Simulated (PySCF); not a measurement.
B(Cl)(OH)(NH2) (BClH₃NO), SMILES OB(Cl)N. Geometry: B3LYP-D3(BJ)/def2-SVP. The values are those of a single conformer.

Question: Give the equilibrium geometry at B3LYP-D3(BJ)/def2-SVP (PySCF confirms it by a frequency run) as Cartesian coordinates in Å, and its point group. (Estimate from the structure and the level; the computed values follow.)

Answer: One answer among several that fit: point group Cs.
```xyz
7

B     -0.0510     0.4590     0.0000
Cl     0.0951    -1.3386     0.0000
O     -1.2818     1.0401     0.0000
H     -2.0014     0.3992     0.0000
N      1.1115     1.2362     0.0000
H      1.0735     2.2480     0.0000
H      2.0407     0.8401     0.0000
```
